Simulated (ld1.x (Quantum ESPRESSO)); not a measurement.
# Building the TM potential for phosphorus (PBE, fully relativistic).

```json
{
  "Element": "phosphorus (P)",
  "Generator": "ld1.x (Quantum ESPRESSO) 7.5",
  "Type": "norm-conserving Troullier–Martins (Kleinman–Bylander form)",
  "Functional": "PBE",
  "Relativity": "fully relativistic",
  "Frozen core": "[Ne]",
  "Valence charge": "5",
  "Reference configuration": "3s1 3p4",
  "Partial waves": "3s (bound): rc 1.35 bohr; 3d channel at 0.4 Ry: rc 1.30 bohr; 3p (bound): rc 1.50 bohr",
  "Local potential": "the p channel",
  "Core correction": "Bessel-smoothed model core inside 1.30 bohr"
}
```

Open shells are filled in proportion to 2j + 1 (rel_dist='average').

All-electron outer shells of the reference configuration (PBE, scalar-relativistic, ld1.x):

```json
{"shell": "2s", "level (eV)": "-175.53", "outermost node (bohr)": "0.14", "outermost maximum (bohr)": "0.42"}
{"shell": "2p", "level (eV)": "-126.02", "outermost node (bohr)": "–", "outermost maximum (bohr)": "0.36"}
{"shell": "3s", "level (eV)": "-14.68", "outermost node (bohr)": "0.65", "outermost maximum (bohr)": "1.58"}
{"shell": "3p", "level (eV)": "-6.07", "outermost node (bohr)": "0.64", "outermost maximum (bohr)": "1.81"}
```

Task: Does the generator finish with these settings?

Result: Yes, a potential is produced.

Task: Estimate the cutoffs (Ry, on a coarse ladder) from which the occupation-weighted sum of valence levels, in a spherical-Bessel basis at the reference potential, stays within 10 and 1 mRy of its value at 400 Ry.

Result: 18 Ry and 50 Ry.

Task: What does a ghost test show?

Result: No extra level below or beside the all-electron valence levels (s, d3/2, d5/2, p1/2, p3/2, f tested).

Task: Which valence shell sets the plane-wave cutoff?

Result: 3s: its level needs 50 Ry to come within 1 mRy, against 12 Ry for 3p.

Task: Tests: 3s2 3p3; 3s2 3p2; 3s2 3p1; 3s2 3p0; 3s2 3p3.3; 3s2 3p2.5; 3s1 3p3. Which has the largest error in its energy relative to the reference configuration, and how large is it?

Result: 3s2 3p0, with +64 meV (all-electron minus pseudo) on +50.08 eV.
